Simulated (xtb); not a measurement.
C4H6ClF, SMILES CC/C(F)=C/Cl. All values are semi-empirical tight-binding results from xtb (GFN2-xTB unless named), good for trends rather than for accurate numbers. The structure is a stationary point at GFN2-xTB. The structure was generated by enumeration; whether it is a known compound was not checked. One conformer was computed; it need not be the lowest.

```json
{
  "orbital_gap": "4.53 eV",
  "dipole_moment": "3.02 D",
  "zero_point_energy": "56.3 kcal/mol",
  "G − E(el) at 298.15 K (modified RRHO)": "36.3 kcal/mol",
  "static polarisability (D4 model)": "63.7 bohr³",
  "solvation energy, GFN2-xTB/ALPB(water)": "-3.2 kcal/mol",
  "solvation energy, GFN2-xTB/ALPB(chcl3)": "-6.2 kcal/mol"
}
```
